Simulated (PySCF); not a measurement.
Sc⁺ (scandium, charge +1): BP86 calculation

Configuration: [Ar] 3d1 4s1, high-spin 3D determinant. Computed with PySCF 2.14 in x2c-SVPall (5s3p3d1f, 36 functions), with the spin-free X2C one-electron Hamiltonian (Gaussian nucleus).

| Item | Value |
| --- | --- |
| Total energy | -763.909 hartree |
| One-electron energy | -1039.150 hartree |
| Hartree (Coulomb) energy | 314.384 hartree |
| Exchange-correlation energy | -39.143 hartree |
| ⟨S²⟩ | 2.0003 |
| ⟨L²⟩ | 6.004 |
| Sum of ⟨r⟩ | 17.00 bohr |
| Sum of ⟨r²⟩ | 30.49 bohr² |
| Traceless quadrupole moment −½Σ⟨3z² − r²⟩ along its main axis | 0.914 e·bohr² |
| Langevin diamagnetic susceptibility | -24.1 ×10⁻⁶ cm³/mol |
| Time after the integrals | 0.27 s of wall time on 1 thread of Intel(R) Xeon(R) 6975P-C (shared host) |

```
shell  electrons  mean orbital energy (eV)  spread (eV)  rms radius, mean of both spins (bohr)
 1s α          1                   -4404.1            0                                 0.0845
 1s β          1                   -4404.1            0                                 0.0845
 2s α          1                   -482.30            0                                  0.372
 2s β          1                   -482.07            0                                  0.372
 2p α          3                   -396.37        0.313                                  0.341
 2p β          3                   -396.19        0.482                                  0.341
 3s α          1                   -62.972            0                                   1.15
 3s β          1                   -62.168            0                                   1.15
 3p α          3                   -41.561        0.452                                   1.27
 3p β          3                   -40.716        1.241                                   1.27
 3d α          1                   -11.159            0                                   1.93
 4s α          1                   -10.399            0                                   3.67
```

Densities and radii are taken from the X2C orbitals without a picture-change correction, which distorts them close to the nucleus.
